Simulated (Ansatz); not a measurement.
Z-matrix (Å, degrees):
```
C
N 1 1.2650
H 2 1.0149 1 111.78
O 1 1.3544 2 119.46 3 179.99
H 4 0.9696 1 106.48 2 -0.02
C 1 1.4990 2 129.29 3 0.01
H 6 1.0875 1 111.01 2 -0.39
H 6 1.0912 7 109.36 1 121.40
H 6 1.0913 7 109.34 8 117.23
```
Charge 0, multiplicity 1.

Method: frozen-core CCSD(T)/cc-pVTZ // B3LYP-D3(BJ)/def2-TZVP (Ansatz, an electronic-structure program).

```json
{
  "HF energy": "-208.04005 Ha",
  "MP2 correlation energy": "-0.77843 Ha"
}
```

Task: Estimate the CCSD correlation energy, the (T) correction, the total energy and the T1 diagnostic.

Result: 
| Item | Value |
|---|---|
| CCSD correlation energy | -0.80041 Ha |
| (T) correction | -0.03353 Ha |
| CCSD(T) total energy | -208.87398 Ha |
| T1 diagnostic | 0.013 |
